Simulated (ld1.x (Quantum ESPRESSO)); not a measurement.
**Configuration tests for iron (Fe) (RRKJ)**

* Element: Fe (Z = 26)
* Generator: ld1.x (Quantum ESPRESSO) 7.5
* Type: norm-conserving RRKJ (Kleinman–Bylander form)
* Functional: PBE
* Relativity: scalar-relativistic
* Frozen core: [Ar]
* Valence charge: 8
* Reference configuration: 3d6 4s2 4p0
* Partial waves: 4p (bound, empty): rc 3.00 bohr; 3d (bound): rc 1.30 bohr; 4f channel at 0.45 Ry: rc 2.35 bohr; 4s (bound): rc 2.05 bohr
* Local potential: the s channel
* Core correction: Bessel-smoothed model core inside 0.60 bohr

Energies are relative to the spin-unpolarised reference configuration 3d6 4s2 4p0; without spin polarisation the order of configurations can differ from experiment.

```csv
valence configuration,charge,ΔE all-electron (eV),error AE − PS (meV)
3d6 4s1 4p0,+1,8.729,-7.6
3d6 4s0 4p0,+2,24.932,-47
3d5 4s0 4p0,+3,59.155,-451
3d5 4s2 4p1,0,8.747,-447
3d6 4s0 4p1,+1,13.783,-22
```

(1) What are ΔE and the potential's error for 3d6.5 4s1.5 4p0?

(2) What are ΔE and the potential's error for 3d7 4s0 4p0?

Levels in the configuration 3d6 4s0 4p1:

```
level  all-electron (eV)  pseudo (eV)
   3d            -17.371      -17.356
   4p             -8.082       -8.094
```

Answers

(1) ΔE = -0.727 eV all-electron; the error (AE − PS) is -73 meV.

(2) ΔE = 6.636 eV all-electron; the error (AE − PS) is -386 meV.
